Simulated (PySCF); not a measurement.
# Potential energy of MnS along the bond

Set-up: basis Mn def2-TZVPP, S def2-TZVPP; no relativity; PySCF 2.14. Energies in eV from Mn (3d5 4s2) + S in their ground configurations at the same level. State: ⁶Σ⁺ (sextet), unpaired electrons σ ↑, π ↑↑, δ ↑↑.

All columns are PBE0. A positive dipole means Mn(−)S(+).

```csv
R (Å),E (eV),μ (D),Mulliken charge on Mn (basis-dependent),HOMO (eV),LUMO (eV),Mayer bond order,⟨S²⟩
1.774,-2.125,-4.63,0.60,-6.14,-2.45,2.37,8.81
1.857,-2.778,-5.13,0.59,-6.14,-2.71,2.29,8.82
1.939,-3.138,-5.57,0.57,-6.12,-2.94,2.22,8.84
2.001,-3.264,-5.86,0.55,-6.08,-3.10,2.18,8.85
2.063,-3.297,-6.11,0.54,-6.04,-3.24,2.13,8.87
2.125,-3.259,-6.33,0.54,-5.99,-3.37,2.07,8.89
2.207,-3.128,-6.55,0.53,-5.94,-3.51,1.99,8.92
2.311,-2.879,-6.73,0.53,-5.87,-3.64,1.87,8.97
2.434,-2.516,-6.85,0.53,-5.81,-3.74,1.69,9.05
2.599,-2.005,-6.97,0.53,-5.73,-3.77,1.44,9.18
```

A fit through these points gives, at Re = 2.058 Å, μ = -6.10 D and dμ/dR = -3.83 D/Å; the reduced mass is 20.21 u.

Task: How strong is the fundamental in the double-harmonic approximation, I = 42.26·(dμ/dR)²/μred km/mol?

Result: I = 42.26·(-3.83)²/20.21 = 30.7 km/mol at PBE0.

The metal atom is held in its measured ground configuration; semilocal functionals can put another filling of s and d lower by some tenths of an eV, and De to that atom would be smaller. ⟨S²⟩ of the unrestricted solution departs from its pure value on part of the curve, where spin states mix. The state is the lowest single determinant that the PBE0 search found; with open d or f shells the true ground state can be another one.
